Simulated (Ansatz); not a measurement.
**An elementary step**

Start structure (BNH6OF2, singlet), relaxed at PBE0-D4/def2-TZVP:

```
11
angstrom
B -1.1199 -0.9932 -0.5941
H -0.6543 -1.2197 -1.6936
F -1.9889 -1.9343 -0.1322
F -1.5714 0.3063 -0.4260
H 0.6039 -0.1147 0.4671
O 0.1354 -1.0419 0.4484
H 1.6892 1.7390 -0.1740
N 0.9632 1.4131 0.4520
H 0.7605 -1.7275 0.1970
H 1.1151 1.8363 1.3593
H 0.0674 1.7365 0.0961
```

The step: BH₃OF₂ ([OH2][BH]([F])[F]) + NH₃ → BNH₄OF₂ ([NH3][B]([OH])([F])[F]) + H₂; bonds formed: B1–N8, H2–H7, H5–N8; dative contacts that become bonds: B1–O6; bonds broken: B1–H2, H5–O6, H7–N8. Program: Ansatz 0.2.0. Basis: def2-TZVPP and def2-QZVPP. Cores are frozen in the correlated methods. Extrapolation: Hartree–Fock as exp(−7.88 √X), correlation as X^−2.97. Energies below are by CCSD(T) at an estimated basis limit (MP2 extrapolated from triple and quadruple zeta, plus CCSD(T) − MP2 in triple zeta).

Question: What are the electronic barrier and the energy of the step, from the start structure to the end structure? (An estimate is asked for; the value comes from the calculation.)

Answer: The calculation gives: Barrier 62.9 kJ/mol; step energy -81.3 kJ/mol (downhill); reverse barrier, their difference, 144.2 kJ/mol. Barrier and step energy count from the start structure, the reverse barrier from the end structure.

The saddle point: One imaginary mode of 664i cm⁻¹.
```json
{"pair": "B1–O6", "start (Å)": "1.63", "saddle (Å)": "1.42", "end (Å)": "1.41"}
{"pair": "B1–N8", "start (Å)": "3.35", "saddle (Å)": "2.81", "end (Å)": "1.66"}
{"pair": "H2–H7", "start (Å)": "4.07", "saddle (Å)": "1.01", "end (Å)": "0.75"}
{"pair": "H5–N8", "start (Å)": "1.57", "saddle (Å)": "1.02", "end (Å)": "1.01"}
{"pair": "B1–H2", "start (Å)": "1.22", "saddle (Å)": "1.41", "end (Å)": "3.77"}
{"pair": "H5–O6", "start (Å)": "1.04", "saddle (Å)": "2.16", "end (Å)": "2.58"}
{"pair": "H7–N8", "start (Å)": "1.01", "saddle (Å)": "1.29", "end (Å)": "3.06"}
```

Zero-point energy (harmonic, PBE0-D4): ZPE is 216.3 kJ/mol at the start and 206.0 kJ/mol at the saddle, so the barrier goes from 62.9 to 52.7 kJ/mol.

No T1 diagnostic of these runs exceeds 0.012.

The step is the kind of ligand exchange by which a precursor binds to a hydroxyl group, or is hydrolysed, in atomic layer deposition of oxides.

Labels in which every atom is bracketed show which atoms are joined, not bond orders.

For scale, one of the runs: CCSD(T)/def2-TZVPP, 239 basis functions, launched by `ansatz run in.yaml --threads 4 --pin off --events-out ev --progress --plain --max-ram 9574MiB`. Hardware: 4 CPU threads of an Intel Xeon, shared host. Wall time 3.5 min; peak host memory 5.1 GiB.
